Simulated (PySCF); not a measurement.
Si(H)(Cl)(vinyl)(NH2) (C2H6ClNSi), SMILES C=C[SiH](N)Cl.

Geometry: PBE0-D3(BJ)/def2-SVP. One conformer was computed; it need not be the lowest.

Two levels are set side by side: TDA-PBE/def2-SVPD (PySCF) and TDA-CAM-B3LYP/def2-SVPD (PySCF). Vertical, same geometry. The lowest singlet is HOMO→LUMO 99 % with PBE and HOMO→LUMO 70 % with the other functional; states are paired by order. Differences are taken from unrounded values.

| quantity | TDA-CAM-B3LYP | TDA-PBE | TDA-PBE minus TDA-CAM-B3LYP |
|---|---|---|---|
| lowest singlet excitation (eV) | 6.63 | 4.81 | -1.82 |
| lowest triplet excitation (TDA) (eV) | 4.20 | 4.30 | 0.10 |
| first bright state (f over 0.05) (eV) | 7.50 | 6.85 | -0.65 |
| its oscillator strength | 0.12 | 0.17 | 0.05 |

Functionals without exact exchange tend to place singlet excitations lower, as here. Differences between two approximate levels are no errors against the true value.

Rough cost on one machine, each run with all the roots and properties that it gave: TDA-CAM-B3LYP against TDA-PBE about 4 times.
